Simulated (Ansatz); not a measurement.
Born–Oppenheimer molecular dynamics of FGeH$_{3}$ (5 atoms, charge 0, multiplicity 1). It starts at the highest image of a converged band, a first-order saddle point between two minima.

Method: RKS CAM-B3LYP/def2-SVP in Ansatz 0.2.0.

| Item | Value |
| --- | --- |
| ensemble | NVE (velocity Verlet) |
| time step | 0.5 fs |
| steps asked | 200 |
| starting velocities drawn for | 100 K |
| seed | 11015 |

First frame:

```xyz
5
Properties=species:S:1:pos:R:3
Ge 0.280 -0.032 -0.428
H 0.622 -0.195 1.267
H 1.593 0.115 0.378
F -0.672 1.429 -0.346
H -0.608 -1.210 -0.012
```

Task: How far do the bonds stretch over the last three quarters of this one trajectory? (Pairs bonded in most of those frames.)

Result: 
```json
{"bond": "Ge1–H2", "mean (Å)": "1.595", "spread (Å)": "0.082", "shortest": "1.43", "longest": "1.75"}
{"bond": "Ge1–H3", "mean (Å)": "1.584", "spread (Å)": "0.080", "shortest": "1.41", "longest": "1.75"}
{"bond": "Ge1–F4", "mean (Å)": "1.761", "spread (Å)": "0.027", "shortest": "1.72", "longest": "1.81"}
{"bond": "Ge1–H5", "mean (Å)": "1.593", "spread (Å)": "0.083", "shortest": "1.42", "longest": "1.72"}
```

Mean temperature of the second half: 3072 K. The conserved energy stayed within 0.72 meV per atom of its start (net change -0.033 meV per atom), so the integration is sound. The kinetic energy rose, since the run started high on the potential surface and went downhill. A run of 0.1 ps of so small a system gives no equilibrium averages. The orbitals stay closed-shell, which can raise the energy where a bond breaks towards radicals; this wasn't checked here.

Time of the run: 4.5 min on 1 thread of Arm Neoverse V2, on a shared host, peak memory 0.12 GiB.
